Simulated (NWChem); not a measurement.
System: BICl$_{2}$; SMILES ClB(I)Cl

The following NWChem deck was run.

```
start job
memory heap 200 mb stack 900 mb global 1100 mb
geometry units angstroms noautoz
  B      0.000000     0.000000    -0.897559
  Cl     0.000000     1.505408    -1.770565
  Cl     0.000000    -1.505408    -1.770565
  I      0.000000     0.000000     1.228953
end
basis spherical
  * library def2-svp
end
ecp
  I library def2-ecp
end
dft
  xc b3lyp
  iterations 150
end
tddft
  nroots 6
end
task tddft energy
```

The geometry was optimised at PBE0/def2-SVP. def2 effective core potentials on I; no spin-orbit coupling.

Vertical excitations in the gas phase.

What results follow from this input? (B3LYP/def2-SVP with def2 effective core potentials on I, full TDDFT.) Quantities: lowest excitation, singlet (eV); oscillator strength of that lowest state; lowest state with f > 0.02, singlet (eV); oscillator strength of that bright state; lowest triplet (eV); orbital gap (eV).


| Property | Result |
|---|---|
| lowest excitation, singlet (eV) | 4.48 |
| oscillator strength of that lowest state | 0.000 |
| lowest state with f > 0.02, singlet (eV) | 5.37 |
| oscillator strength of that bright state | 0.108 |
| lowest triplet (eV) | 4.34 |
| orbital gap (eV) | 5.60 |
